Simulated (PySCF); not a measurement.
# Dipole response of Kr¹⁶⁺ (krypton, charge +16)

[Ar] 3d2, high-spin 3F determinant. Calculation: PySCF 2.14, in an uncontracted even-tempered set (17 s from 1.4 bohr⁻², ratio 2.5; 11 p from 1.8 bohr⁻², ratio 2.5; 8 d from 1.8 bohr⁻², ratio 2.5; 4 f from 6.2 bohr⁻², ratio 2.7; 4 g from 9.3 bohr⁻², ratio 2.7); no relativity, point nucleus. Coupled (time-dependent) response in atomic units; α is the mean over directions.

```csv
method,mean α (bohr³),C₆ (like pair),S(−4)
PBE0,0.09604,0.04605,0.003511
```

S(−4) is the Cauchy moment in α(ω) = α(0) + S(−4) ω² + …

Spin-orbit coupling is absent.

α(iu) at PBE0:

| u (hartree) | α(iu) (bohr³) |
| --- | --- |
| 0 | 0.09604 |
| 0.700 | 0.09436 |
| 1.40 | 0.08976 |
| 2.80 | 0.07606 |
| 4.20 | 0.06238 |
| 5.60 | 0.05150 |
| 7.00 | 0.04335 |
| 10.5 | 0.03040 |
| 14.0 | 0.02286 |
| 21.0 | 0.01441 |
| 35.0 | 0.007272 |

For an ion, C₆ is the dispersion term alone; charge-induced terms of lower order in 1/R come first.

Spin-orbit coupling, absent here, splits the open shell strongly.
